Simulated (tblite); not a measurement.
Species: C2H7OSi2 (doublet state).
Numbering: `[CH2:1][SiH2:2][C:3](=[O:4])[SiH3:5]` (hydrogens: H6, H7 on C1; H8, H9 on Si2; H10, H11, H12 on Si5)

The geometry is computed with GFN2-xTB (gas phase). This method treats the open shell by occupation alone, without spin polarisation.

**Question.** Give the optimised bond lengths and angles.

**Answer.** 
| bond | length (pm) |
| --- | --- |
| C1–Si2 | 181.0 |
| Si2–C3 | 197.6 |
| C3=O4 | 120.4 |
| C3–Si5 | 193.6 |
| C1–H6, C1–H7 | 107.7 |
| Si2–H8, Si2–H9 | 146.3 |
| Si5–H10, Si5–H11, Si5–H12 | 146.0 |

Bonds in one row agree within 1 pm and their mean is given. A selection of angles:
| angle | degrees |
| --- | --- |
| Si2–C1–H6 | 122.1 |
| H6–C1–H7 | 114.3 |
| C1–Si2–C3 | 100.1 |
| C1–Si2–H8 | 116.7 |
| C1–Si2–H9 | 116.0 |
| C3–Si2–H8 | 105.8 |
| C3–Si2–H9 | 103.5 |
| H8–Si2–H9 | 112.4 |
| Si2–C3–O4 | 119.3 |
| Si2–C3–Si5 | 119.8 |
| O4–C3–Si5 | 120.8 |
| C3–Si5–H10 | 109.2 |
| C3–Si5–H11 | 104.9 |
| H10–Si5–H11 | 111.8 |
| H10–Si5–H12 | 112.6 |

Torsions: C1–Si2–C3–O4 -89° (synclinal). The mirror-image conformer, all signs reversed, is as good.

C1 (carbon bonded to Si and 2 H) is almost planar (angles 122.1°, 122.1° and 114.3°, sum 358.5°, 0.09 Å off the plane of its three neighbours). Si2 (silicon bonded to 2 C and 2 H) is distorted tetrahedral (angles from 100.1° to 116.7°). Si5 (silicon bonded to C and 3 H) is distorted tetrahedral (angles from 104.9° to 112.6°). C3 (carbon bonded to O and 2 Si) is planar (angles 120.8°, 119.8° and 119.3°, sum 359.9°, 0.03 Å off the plane of its three neighbours). The C–Si distances run from 1.810 Å (C1–Si2, drawn single) to 1.976 Å (Si2–C3, drawn single), a spread of 0.166 Å.

Point group: C1 (no symmetry element, even within 0.4 Å). Its GFN2-xTB frequencies are all real (lowest 49 cm⁻¹). Torsions: H–C1–Si2–C3 -82° and 84°, C1–Si2–C3–O4 -89°. 3 starts were optimised and ended at 0.00, 0.00 and 1.63 kcal/mol (GFN2-xTB); the lowest of these is shown.
